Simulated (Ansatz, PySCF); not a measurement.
Ga(Me)3(PH3) (C3H12GaP), SMILES [CH3][Ga]([CH3])([CH3])<-[PH3] (connectivity only; charge and spin as stated), neutral, multiplicity 1.

Geometry: ωB97X-D3(BJ)/def2-SVP. The isomer is the one that the SMILES or the coordinates give; other isomers of the formula were not compared. The values are those of a single conformer.

Vertical ionisation energy (IE) and electron affinity (EA) in eV. Rows of orbital energies are one-electron estimates. Where ΔSCF, EOM or ADC give a negative EA the extra electron is unbound and the value depends on the basis.

```csv
level,IE,EA
"−ε(HOMO), −ε(LUMO), CAM-B3LYP/def2-TZVP (PySCF)",8.34,-1.12
"ΔSCF, PBE0/def2-SVPD (Ansatz), final states of multiplicity 2 and 2",[?],[?]
```

Question: What belongs in the gaps? (An estimate is asked for; the answer gives what the named calculation found.)

Answer: 
- ΔSCF, PBE0/def2-SVPD (Ansatz, an electronic-structure program), final states of multiplicity 2 and 2, IE: 8.83
- ΔSCF, PBE0/def2-SVPD (Ansatz), final states of multiplicity 2 and 2, EA: -0.92

Question: What vertical singlet–triplet gap does ΔSCF give with PBE0/def2-SVPD (Ansatz)? (An estimate is asked for; the answer gives what the named calculation found.)

Answer: 6.01 eV (triplet above singlet where positive).
